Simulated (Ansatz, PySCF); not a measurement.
System: SbF3, charge 0, multiplicity 1. SMILES: [F][Sb]([F])[F]
Geometry: optimised at B3LYP-D3(BJ)/def2-TZVP (Ansatz, a program for electronic structure).

Wanted: atomisation energy (electronic, to ground-state atoms), in kcal/mol. Cores are frozen in the correlated levels unless marked. UHF or UKS for open shells. Spin-orbit coupling is left out. Frozen are the shells of the preceding noble gas and the d and f shells that filled before the atom's block. Past Kr the def2 sets carry scalar-relativistic core potentials. The coupled-cluster limit lacks core correlation, which all-electron functionals hold. CBS(X,Y): correlation extrapolated as X^-3; Hartree-Fock from the larger set. The bracket is a focal-point correction in the basis named.

| level | program | atomisation energy (kcal/mol) |
|---|---|---|
| BLYP-D4/def2-TZVPD | Ansatz + dftd4 | 334.9 |
| r2SCAN-D4/def2-TZVPD | Ansatz + dftd4 | 321.3 |
| TPSSh-D3(BJ)/def2-TZVPD | PySCF + dftd3 | 317.7 |
| CAM-B3LYP-D3(BJ)/def2-TZVPD | Ansatz + dftd3 | 323.8 |

**Question.** Predict the RI-MP2/CBS(def2-TZVPPD,def2-QZVPPD)+[CCSD(T)-MP2]/def2-TZVPPD result (Ansatz).

**Answer.** 323.4 kcal/mol, so CAM-B3LYP-D3(BJ)/def2-TZVPD differs from it by 0.4 kcal/mol.
